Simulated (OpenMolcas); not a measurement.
# What dynamic correlation does to the levels of Ir+

```yaml
Program: OpenMolcas 26.06
Basis: ANO-RCC-VTZP [8s7p5d3f1g]
Scalar_Hamiltonian: DKH2, point nucleus
Active_space: 8 electrons in 9 orbitals (RAS2 5d 6s; RAS3 6p, at most 2 electrons)
State_averaging: 2S+1 = 5 even, 15 roots; 2S+1 = 3 even, 90 roots kept (CI in the orbitals of an earlier block); 2S+1 = 1 even, 78 roots kept (CI in the orbitals of an earlier block, 77 in the spin-orbit step); 2S+1 = 5 odd, 22 roots; 2S+1 = 7 odd, 15 roots kept (CI in the orbitals of an earlier block, 5 in the spin-orbit step); 2S+1 = 3 odd, 16 roots kept (CI in the orbitals of an earlier block, 9 in the spin-orbit step); 2S+1 = 1 odd, 9 roots kept (CI in the orbitals of an earlier block, 0 in the spin-orbit step)
Spin-orbit_coupling: state interaction with AMFI integrals over the reference wave functions, term energies averaged over their components
```

Methods on the same reference wave functions:
A. RASSCF
B. SS-RASPT2, IPEA 0.25 Eh, imaginary shift 0.1 Eh (closed shells correlated: 5s 5p)
C. MS-RASPT2, IPEA 0.25 Eh, imaginary shift 0.1 Eh (closed shells correlated: 5s 5p)

Energies in cm-1 above 5d7 6s 5F5, the measured ground level; measured values from NIST Handbook of Basic Atomic Spectroscopic Data.

| Level | A | B | C | Measured |
| --- | --- | --- | --- | --- |
| 5d7 6s 5F5 | 0.0 | 0.0 | 0.0 | 0.0 |
| 5d7 6s 5F3 | 8869 | 8730 | 8730 | 8187 |
| 5d7 6s 3P2(1) [51 %] | 9198 | 4320 | 4320 |  |
| 5d7 6s 5F2 [64 %] | 11242 | 10110 | 10110 | 11307 |
| 5d7 6s 5P3 | 16664 | 14120 | 14120 | 12715 |
| 5d6 6s2 5D4 [69 %] | 17916 | 16720 | 16720 | 17210 |
| 5d7 6s 3G5 [69 %] | 20036 | 18520 | 18520 | 17478 |
| 5d7 6s 3P0(1) | 20153 | 15020 | 15020 |  |
| 5d7 6s 3F3(1) [58 %] | 21538 | 17980 | 17980 |  |
| 5d6 6s2 5D3 | 22940 | 22250 | 22250 |  |
| 5d8 3F2 [64 %] | 23293 | 16020 | 16020 | 17413 |
| 5d7 6s 3H6 | 25807 | 23650 | 23650 |  |
| 5d7 6s 3G3 | 26226 | 24270 | 24270 |  |
| 5d7 6s 3H5 [69 %] | 28389 | 26060 | 26060 |  |
| 5d7 6s 3D3 [68 %] | 29519 | 26990 | 26990 |  |
| 5d6 6s2 3H6 | 37276 | 36190 | 36190 |  |
| 5d7 6s 3F3(2) | 38602 | 34560 | 34560 |  |

Deviations, from unrounded energies. A percentage is the sum of absolute deviations over the sum of measured energies, with the sign that they share, or ± where signs differ.

```csv
Against measurement,Levels,A,B,C
mean absolute deviation (cm-1),6,2300,1000,1000
fine structure of the ground term (%),2,±3.8,±8.9,±8.9
other terms of the ground configuration (%),2,+21.6,+8.1,+8.1
other configurations (%),2,+19.0,-5.4,-5.4
```

B, C lie about equally close to measurement and A furthest from it. The largest miss of C in the table is 5d7 6s 5P3, by +1400 cm-1. The ranking rests on the paired levels alone, and a cruder setting can come out closer through cancelling errors.

Between B and C no level of the table moves by more than 5 cm-1.

The two smallest mean deviations differ by little beside CASPT2's spread within terms, so their order carries little weight.

From A to B the spin-free energies of the other terms of 5d7 6s shown, above 5F, scale by factors of 0.46 to 0.90.

The lowest spin-free term lies below A's lowest term by 0.429 hartree in B, 0.429 hartree in C.

CASPT2 does not keep the components of a term degenerate, so their means are used; among the terms shown or strongly mixed into the levels shown the widest spread is 1300 cm-1 (5d7 6s 5F, C). Some high roots are left out of the spin-orbit mixing, which shifts the levels that they would mix with. Terms from blocks run as CI alone lack orbitals of their own. Configurations are named by rounded mean occupations; where the s occupation lies near a half they are strongly mixed, a name can repeat and a true partner stay unpaired. A single d shell beside an s shell can misplace configurations of different d count against each other. Without dynamic correlation excited terms often stand tens of per cent too high (terms of higher spin than the ground term too low), and those without a measured partner can miss by more than the paired ones (holds for A). Blocks of more than 70 roots (2S+1 = 3 even, 1 even) ran without multistate coupling (holds for C). Computed and measured levels are paired by configuration, term and J; levels that our copy of the source lacks, or whose pairing is in doubt (as where it misses far off the trend of its configuration), stay unpaired and out of the deviations. Levels of configurations outside the active space are missing. Levels that lie high or do not pair safely by name in every column are left out.

A share in square brackets marks a mixed level and gives the weight of the term that names it, the lowest over the columns. A number in round brackets counts repeated terms of one configuration in the order of the reference energies.
